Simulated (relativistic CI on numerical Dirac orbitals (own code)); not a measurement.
# Charge states of iridium

Method of calculation: Dirac-Coulomb-Breit CI, orbitals from a KLI potential per configuration, QED by a radiative potential, valence Slater integrals scaled by 0.9 (own radial code, finite nucleus).

Each species is treated in one configuration, given outside its closed core. Radial values are for the open shell of highest l, unscaled and averaged over j; ζ includes the Breit term. Labels give the leading LS character, summed over repeated terms.

```
  Ion      Configuration  Its lowest level  LS weight (%)  ⟨r⟩ (bohr)  ⟨r²⟩ (bohr²)  ζ (cm⁻¹)       Next level  E (cm⁻¹)
   Ir       4f14.5d7.6s2            4F_9/2             88       1.725         3.596      3429           4F_7/2    6295.2
  Ir⁺        4f14.5d7.6s              5F_5             92       1.672         3.315      3504             5F_4    4731.4
 Ir²⁺           4f14.5d7            4F_9/2             88       1.619         3.061      3615           4F_7/2    6702.2
 Ir³⁺           4f14.5d6              5D_4             86       1.544         2.751      4018             5D_3    5349.3
 Ir⁴⁺           4f14.5d5            6S_5/2             88       1.483         2.517      4437  J = 5/2 (mixed)     19495
 Ir⁵⁺           4f14.5d4              5D_0             66       1.431          2.33      4867             5D_1    4866.5
 Ir⁶⁺           4f14.5d3            4F_3/2             83       1.386         2.175      5306           4F_5/2    7400.3
 Ir⁷⁺           4f14.5d2              3F_2             88       1.346         2.045      5750             3F_3     11895
 Ir⁸⁺            4f14.5d            2D_3/2            100        1.31         1.931      6201           2D_5/2     15545
 Ir⁹⁺               4f14              1S_0            100                                                               
Ir¹⁰⁺  4d10.4f14.5s2.5p5           2P°_3/2            100       1.042         1.215     85970          2P°_1/2    129040
Ir¹¹⁺  4d10.4f14.5s2.5p4                 ?              ?           ?             ?         ?                ?         ?
Ir¹²⁺  4d10.4f14.5s2.5p3   J = 3/2 (mixed)             42       1.014         1.148     92220          4S°_3/2    118650
Ir¹³⁺  4d10.4f14.5s2.5p2              3P_0             75       1.001         1.118     95390             3P_1    125820
Ir¹⁴⁺   4d10.4f14.5s2.5p           2P°_1/2            100      0.9877         1.089     98590          2P°_3/2    148020
Ir¹⁵⁺      4d10.4f14.5s2              1S_0            100                                                               
Ir¹⁶⁺      4d10.4f13.5s2           2F°_7/2            100      0.4972         0.293      7038          2F°_5/2     24680
Ir¹⁷⁺      4d10.4f12.5s2              3H_6             98      0.4876        0.2806      7321             3F_4    9331.2
Ir¹⁸⁺       4d10.4f12.5s           4H_13/2             98      0.4843        0.2761      7398          4H_11/2    8086.8
Ir¹⁹⁺          4d10.4f12              3H_6             98      0.4807        0.2712      7476             3F_4    9510.8
Ir²⁰⁺          4d10.4f11          4I°_15/2             93      0.4722        0.2608      7770         4I°_13/2     22541
Ir²¹⁺          4d10.4f10              5I_8             81      0.4641        0.2511      8071             5I_7     21723
Ir²²⁺           4d10.4f9          6H°_15/2             76      0.4564        0.2421      8379         6H°_13/2     18534
Ir²³⁺           4d10.4f8              7F_6             77       0.449        0.2338      8694             7F_5     13358
```

**Question.** Fill in the row of Ir¹¹⁺.

**Answer.** Its lowest level 3P_2; LS weight (%) 73; ⟨r⟩ (bohr) 1.028; ⟨r²⟩ (bohr²) 1.181; ζ (cm⁻¹) 89080; Next level 1S_0; E (cm⁻¹) 27560.

With one configuration, terms of near-neutral atoms and ions can be 10 to 25 % off, and close levels can change places.

At low charge ζ of a weakly bound d or f electron comes out too small.
